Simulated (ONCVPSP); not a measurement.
Potentials for V (Z = 23) compared

Generated with ld1.x 7.5 (TM, RRKJ, ultrasoft, PAW), atompaw 4.2 or ONCVPSP 4.0.1. The cutoff is in Ry: for ld1.x and atompaw files where the sum of valence levels is converged to 10 mRy in a Bessel basis, for ONCV files where the hardest occupied wave has 1 mHa per electron of residual kinetic energy. The error is the largest all-electron minus pseudo excitation energy over each file’s own four to seven test configurations (ionisations up to +4, promotions, holes and added fractions of an electron), all of which were solved. The labels leave out finer settings (local radius, basis sizes, second energies), which also bear on the numbers. Spin-polarised tests are not counted. The rows are a selection from randomly drawn settings: files with unsolved tests, undetermined cutoffs or missed reference levels are left out.

A true bound ghost makes a file unfit for plane-wave use even where its test errors are small: the radial tests pick states by their node count and pass the ghost by.

| potential | cutoff (Ry) | largest error (meV) | bound ghosts |
| --- | --- | --- | --- |
| ONCV, PBE, scalar-relativistic, rc 1.75/2.05/1.50 (spd), local smoothed, core correction yes, reference 3s2 3p6 3d3 4s1 4p1, qcut 7.5/8.5/10.7, projectors 2/2/2 | 83 | -1.4 | none |
| ONCV, PBE, scalar-relativistic, rc 1.75/1.65/1.15/1.90 (spdf), local smoothed, core correction no, reference 3s2 3p6 3d3 4s2, qcut 6.4/6.7/9.9/5.5, projectors 2/2/2/2 | 91 | +10.0 | none |
| ONCV, PBE, fully relativistic, rc 1.65/1.10/1.10 (spd), local smoothed, core correction no, reference 3s2 3p6 3d3 4s2, qcut 6.7/7.1/8.7, projectors 2/2/1 | 344 | +14 | none |
| ONCV, LDA (Perdew-Wang 92), scalar-relativistic, rc 1.90/1.55/1.85 (spd), local smoothed, core correction yes, reference 3s2 3p6 3d3 4s2, qcut 7.6/10.9/7.3, projectors 2/2/2 | 46 | +78 | none |
| ONCV, LDA (Perdew-Wang 92), scalar-relativistic, rc 3.00/3.20/2.05 (spd), local d, core correction no, reference 3d3 4s2, qcut 2.3/2.8/9.1, projectors 2/2/0 | 54 | +42 | s |

Q: Fill in the row for V: ONCV, LDA (Perdew-Zunger), scalar-relativistic, rc 1.55/1.20/2.35 (spd), local smoothed, core correction yes, reference 3s2 3p6 3d3 4s2, qcut 7.1/14.4/7.9, projectors 2/2/2.

A: cutoff 87 Ry, largest error +136 meV, bound ghosts: none.

Q: Fill in the row for V: ONCV, PBEsol, scalar-relativistic, rc 1.60/1.50/2.35 (spd), local smoothed, core correction yes, reference 3s2 3p6 3d3 4s1, qcut 6/7.9/7.2, projectors 2/2/3.

A: cutoff 45 Ry, largest error -544 meV, bound ghosts: none.
